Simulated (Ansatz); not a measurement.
System: sum formula H$_{2}$BO, charge -1, multiplicity 1. It need not be the lowest isomer of its formula. Whether it binds its extra electron was not tested at this geometry. 
Coordinates optimised at B3LYP-D3(BJ)/def2-TZVP (Ansatz, an electronic-structure program):
```
B
O 1 1.2846
H 1 1.2615 2 124.32
H 1 1.2615 3 111.36 2 180.00
```
Charge -1, spin multiplicity 1.

Parts of the frozen-core correlation energy in STO-3G (Ansatz, hartree). Frozen orbitals: 2; correlated occupied orbitals by spin: 6 and 6; virtual: 4 and 4. No spin-orbit coupling. No relativistic terms. The restricted reference is unstable.

| term | value |
|---|---|
| reference (HF) | -99.22114 |
| MP2 opposite-spin | -0.08261 |
| MP2 same-spin | [?] |
| CCSD correlation | [?] |
| (T) | [?] |
| FCI minus CCSD(T) | -0.00044 |
| T1 diagnostic | 0.019 |
| largest doubles amplitude | 0.186 |

Problem. Fill in the missing entries.

Solution. 
- MP2 same-spin, value: -0.01847
- CCSD correlation, value: -0.12152
- (T), value: -0.00405
